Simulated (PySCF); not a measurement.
Spinor energies of V²²⁺ (vanadium, charge +22)

Start: 1s1; 1s1/2 filled at m_j = +1/2. Calculated with PySCF 2.14 in an even-tempered Gaussian basis (15 s from 24 bohr⁻², ratio 2.4; 9 p from 32 bohr⁻², ratio 2.4; 3 d from 95 bohr⁻², ratio 2.6; 3 f from 140 bohr⁻², ratio 2.6): generalised Hartree-Fock with the X2C-1e Hamiltonian and a Gaussian nucleus; one run each with spin-orbit coupling (SO) switched off, then screened by Boettger's factors, then bare.

| spinor shell | electrons | ε, spin-free (eV) | ε, screened SO (eV) | ε, bare SO (eV) | weight of nominal j (screened SO) | rms radius, screened SO (bohr) |
| --- | --- | --- | --- | --- | --- | --- |
| 1s1/2 | 1 | -7248.8 | -7248.8 | -7248.8 | 1.000 | 0.0744 |

```
   quantity   spin-free  screened SO     bare SO
E (hartree)  -266.38803   -266.38803  -266.38803
        M_J         1/2          1/2         1/2
       ⟨J²⟩       0.750        0.750       0.750
       ⟨L²⟩       0.000        0.000       0.000
       ⟨S²⟩       0.750        0.750       0.750
```

Without spin-orbit coupling the j labels of p, d and f shells carry no meaning; the spin-free column gives the mean over the occupied spinors of each nl shell.
